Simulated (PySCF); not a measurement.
**Working with the constants of BeO⁺**

UHF-CCSD(T) constants of BeO⁺, ²Π (doublet), unpaired electrons π ↑ (basis Be aug-pcseg-1, O aug-pcseg-1; no relativity; PySCF 2.14; masses 9.0122 and 15.9949 u):

```
ωe            : 1155.8 cm⁻¹
ωexe          : 8.34 cm⁻¹
Be            : 1.3637 cm⁻¹
αe            : 0.0158 cm⁻¹
De to Be⁺ + O : 3.20 eV
```

Question: What force constant and bond length do these constants imply?

Answer: Reduced mass μred = 5.7643 u; k = 5.8918×10⁻⁷·μred·ωe² (u, cm⁻¹, mdyn/Å) = 4.54 mdyn/Å; Re = √(16.8576/(μred·Be)) (u, cm⁻¹, Å) = 1.464 Å.

Question: Estimate the centrifugal constant D from the Kratzer relation and find the Dunham coefficient a1.

Answer: D = 4Be³/ωe² = 7.59e-06 cm⁻¹; a1 = −1 − αeωe/(6Be²) = -2.64.

Correlated steps freeze 1 core orbital. Correlated levels converge slowly with the basis: in double zeta they bind strong bonds too weakly, by up to about 1 eV, and carry superposition errors of some tenths. For an ion De counts to the pair picked by the measured ionisation energies or electron affinities, which need not be the lowest pair at this level. The state was picked by a PBE0 search and need not be the measured ground state.
